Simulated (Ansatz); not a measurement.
The cluster Hg3⁻ (the lowest doublet isomer of a short search). The state is a doublet with charge -1. Geometry r2SCAN/def2-TZVPD, basis def2-TZVPD, Ansatz.

```
atom   x (Å)   y (Å)   z (Å)
 Hg1   0.068  -1.548  -0.876
 Hg2  -1.569   0.662   0.516
 Hg3   1.501   0.885   0.360
```

| run | HOMO (eV) | LUMO (eV) |
| --- | --- | --- |
| A | 1.41 | 1.80 |
| B | 1.27 | 1.60 |
| C | 0.94 | 2.31 |
| D | 0.28 | 2.94 |
| E | 1.56 | 1.57 |
| F | 1.25 | 2.00 |

In the def2 sets Hg takes a core potential; there is no spin–orbit coupling. The structure comes from a short search, and lower isomers may exist.

HOMO and LUMO are taken over both spins.

Problem. The runs used B97M-V, CAM-B3LYP, LDA (SPW92), PBE, PBE0, r2SCAN. Estimate which is which.

Solution. A PBE (0 % exact exchange); B LDA (SPW92) (0 % exact exchange); C PBE0 (25 % exact exchange); D CAM-B3LYP (range-separated); E B97M-V (0 % exact exchange); F r2SCAN (0 % exact exchange). Exact exchange lowers occupied and raises empty levels; among semilocal functionals meta-GGAs tend to open the gap a little, and such runs are hard to tell apart. The gap grows from 0.01 eV (B97M-V) to 2.66 eV (CAM-B3LYP). At PBE/def2-TZVPD, LDA (SPW92)/def2-TZVPD, PBE0/def2-TZVPD, CAM-B3LYP/def2-TZVPD and others the highest occupied level of the charge -1 doublet lies above zero (up to 1.56 eV). By energy differences its removal costs 0.31 eV (vertical, to the charge 0 singlet, at PBE0/def2-TZVPD).
